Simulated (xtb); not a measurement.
H$_{2}$Cl$_{3}$NTi, charge -1, doublet, geometry from GFN2-xTB (such geometries of metal compounds can be far from the true shape) (the multiplicity is a formal guess), atoms displaced at random by about 0.05 Å a coordinate. Base run: GFN2-xTB (xtb).

xtb was given this input:
```
$ xtb mol.xyz --gfn 2 --chrg -1 --uhf 1 --opt --json

# file mol.xyz
7

Ti    -0.16801337    -0.20196869    -0.07045009
Cl     1.87439910    -0.33988581    -0.85543594
Cl     0.09593493     0.13004493     2.18600836
Cl    -1.14265742     1.45631110    -1.05312066
N     -1.16025110    -1.81884727    -0.19932816
H     -0.87104932    -2.72538514    -0.63788695
H     -2.12048676    -1.89398204     0.25836592
```

The base run was repeated with changes; each row names its change, and settings that it needs were set with it.

```
change              ΔE vs base (kJ/mol)  optimiser steps
------------------  -------------------  ---------------
base                               0.00                7
alpb = chcl3                     -193.9                7
opt level = loose                  0.06                4
opt level = sloppy                 0.06                4
opt level = vtight                -0.01               11
opt level = lax                    0.02                5
opt level = tight                 -0.01               10
opt level = crude                  0.16                3
engine = lbfgs                     0.00                -
engine = inertial                  0.10                -
```
